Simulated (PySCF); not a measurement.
## Dipole moment and polarisability of `[GeH3][GeH2][SiH2]c1cccs1`

C4H10Ge2SSi.
Structure used (PBE0-D3(BJ)/def2-SVP), in Å, numbered top down from 1:
```
atom  x, y, z in Å
Ge1    2.2578    1.0639   -1.0064
Ge2    2.1267   -1.3465   -0.7598
Si3   -0.0487   -1.9970   -1.4871
C4    -1.2039   -0.6549   -0.8897
C5    -1.6705   -0.4303    0.3899
C6    -2.3940    0.7854    0.5237
C7    -2.4648    1.4823   -0.6558
S8    -1.6605    0.6534   -1.9212
H9     1.1286    1.7233   -0.1948
H10    3.6136    1.5913   -0.4967
H11    2.1050    1.4595   -2.4867
H12    2.2970   -1.6990    0.7337
H13    3.2593   -2.0435   -1.5415
H14   -0.4669   -3.3209   -0.9344
H15   -0.0955   -2.0412   -2.9804
H16   -1.4932   -1.1214    1.2167
H17   -2.8475    1.1311    1.4537
H18   -2.9606    2.4339   -0.8453
```

Level: CAM-B3LYP/def2-SVPD (PySCF), static field, nuclei fixed, core orbitals frozen in the response. The polarisability tensor in these axes (au):

```
x   165.46 -12.40  -5.77
y   -12.40 165.68   0.31
z    -5.77   0.31 141.28
```

Task: What are the eigenvalues, a third of the trace, and Δα (Δα² = ½Σ(αi − αj)² over the three pairs)?

Result: Principal values 139.69, 154.26 and 178.47 au; mean 157.47 au = 23.34 Å³ = 25.96 × 10⁻⁴⁰ C²·m²/J; Δα = 33.93 au (22 % of the mean).

Task: What is the dipole moment, and where does it point?

Result: (-0.69, 0.25, 0.71) D, 1.02 D in size, pointing from the negative to the positive side. Measured along this direction, the outermost atoms are H13 at the negative end and H17 at the positive end.

Task: Estimate the molar refractivity from the static electronic polarisability.

Result: Lorentz–Lorenz: R = (4π/3)N_A α = 2.5225 cm³/(mol·Å³) × 23.34 Å³ = 58.9 cm³/mol, in the limit of long wavelengths.

Task: Directions of the eigenvectors, and the extent of the frame along each?

Result: Largest value along (0.71, -0.69, -0.12), where the nuclei span 7.61 Å; middle along (0.65, 0.71, -0.27), 6.02 Å; least along (0.27, 0.12, 0.96), 4.24 Å. The response follows the extents in order.

Task: Refractivity n − 1 of an ideal gas of it at 350 K and 1 atm, from the electronic α?

Result: N = p/kT = 2.0968 × 10¹⁹ cm⁻³, so n − 1 = 2π × N × 23.34 × 10⁻²⁴ cm³ = 3074 × 10⁻⁶ at long wavelengths, for an ideal gas.

Isolated species at its PBE0-D3(BJ)/def2-SVP geometry (one conformer only). The calculation is non-relativistic, for germanium too.
